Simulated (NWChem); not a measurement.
**Basis-set convergence for MoO3**

SMILES: [O]=[Mo](=[O])=[O]
```xyz
4

Mo     0.1438     0.1374     0.0000
O      0.3055    -0.8237     1.3971
O      0.3055    -0.8237    -1.3971
O     -1.3661     0.9260     0.0000
```
Charge 0, spin multiplicity 1.

Program: NWChem. The geometry was optimised at B3LYP/def2-SVP with def2 effective core potentials on Mo, a minimum by its harmonic frequencies.

Quantity: LUMO energy at the level PBE0.

Effective core potentials replace the inner electrons of Mo; spin-orbit coupling is left out. The structure started from a generated list of species.

Costs are rough ratios of processor time within this set of runs, SCF included, with def2-SVP as 1.

```csv
basis,functions,LUMO energy (eV),relative cost
def2-SVP,73,-4.77,1
def2-SVPD,103,?,under 3
def2-TZVP,133,-4.78,under 3
def2-TZVPP,149,?,4
def2-TZVPD,160,-4.78,5
def2-QZVP,243,-4.77,30
```

Q: Complete the blanks.

A: 
- def2-SVPD, LUMO energy (eV): -4.86
- def2-TZVPP, LUMO energy (eV): -4.75
